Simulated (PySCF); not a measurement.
C3H3, SMILES C#C[CH2], multiplicity 2.

Coordinates come from a r2SCAN-D4/def2-TZVP optimisation. The isomer is the one that the SMILES or the coordinates give; other isomers of the formula were not compared.

Method: r2SCAN-D4/def2-TZVP (PySCF).

Frequencies are harmonic and unscaled.

| mode | ν (cm⁻¹) | IR (km/mol) | moving atoms (share of kinetic energy) |
|---|---|---|---|
| 1 | 351 | 5.7 | C 71 %, H 29 % |
| 2 | 400 | 5.0 | C 88 %, H 12 % |
| 3 | 426 | 54.4 | H 85 %, C 15 % |
| 4 | 604 | 58.0 | H 81 %, C 19 % |
| 5 | 688 | 44.4 | H 71 %, C 29 % |
| 6 | 1026 | 1.2 | H 66 %, C 34 % |
| 7 | 1100 | 1.8 | C 79 %, H 21 % |
| 8 | 1450 | 1.2 | H 82 %, C 18 % |
| 9 | 2003 | 0.8 | C 93 % |
| 10 | 3147 | 2.3 | H 96 % |
| 11 | 3238 | 0.3 | H 89 %, C 11 % |
| 12 | 3471 | 60.3 | H 88 %, C 12 % |
